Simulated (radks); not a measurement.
Numerical settings for neutral strontium, [Kr] 5s2. Method: non-relativistic Kohn-Sham, r2SCAN, spin-polarised, spherical densities, point nucleus; meta-GGA in the generalised Kohn-Sham scheme; relativity is left out, which matters for an element this heavy; computed with a radial shooting solver on a logarithmic mesh with Libxc functionals. The defaults (mesh step 0.008 in ln r, mesh end at 40 bohr or more with all orbitals vanishing there, Anderson mixing 0.5 over 9 steps, residual threshold near 1e-9 with the energy settled to 1e-9 hartree or 1e-11 of itself, here a cap of 67 iterations) give E = -3133.350 hartree and 5s at -3.530 eV in 11 iterations. Run on one thread of a shared host, so times are rough (Arm Neoverse V1): 0.16 s of CPU time, 0.16 s wall, 11 iterations on 2725 mesh points. Changes against that run (0 stands for a change within the tolerance of the run):

| setting | iterations | converged | E (mhartree) | e(5s) (meV) | CPU (s) |
|---|---|---|---|---|---|
| mesh step in ln r 0.08 | 34 | yes | -11.8 | -0.398 | 0.09 |
| mesh step in ln r 0.003 | 11 | yes | 0 | 0 | 0.4 |
| mesh step in ln r 0.05 | 11 | yes | +1.06 | +0.00347 | 0.04 |
| mesh end (bohr) 1 | 10 | level above zero | +2.46e+05 | +1.49e+06 | 0.11 |
| mesh end (bohr) 5 | 11 | level above zero | +357 | +6.95e+03 | 0.12 |
| residual threshold 0.01 | 8 | yes | 0 | +2.73 | 0.13 |
| residual threshold 0.001 | 8 | yes | 0 | +2.73 | 0.13 |
| mixing 1 | 10 | yes | 0 | +0.0173 | 0.15 |
| linear mixing, mixing 0.5 | 22 | yes | 0 | +0.0202 | 0.26 |
| linear mixing, mixing 1 | 67 | no | 0 | -0.0204 | 0.78 |
| mixing history 3 | 13 | yes | 0 | -0.00311 | 0.17 |
| iteration cap 5 | 5 | no | +0.00423 | +8.95 | 0.08 |

Settled on a wrong energy, with an occupied level pushed above zero by the early mesh end: mesh end (bohr) 1 (+246 hartree); mesh end (bohr) 5 (+0.357 hartree). Apart from these: settings that end as converged yet miss the energy by more than 1 mhartree: mesh step in ln r 0.08 (-0.0118 hartree); mesh step in ln r 0.05 (+0.00106 hartree). A mesh that ends early acts as a hard wall.
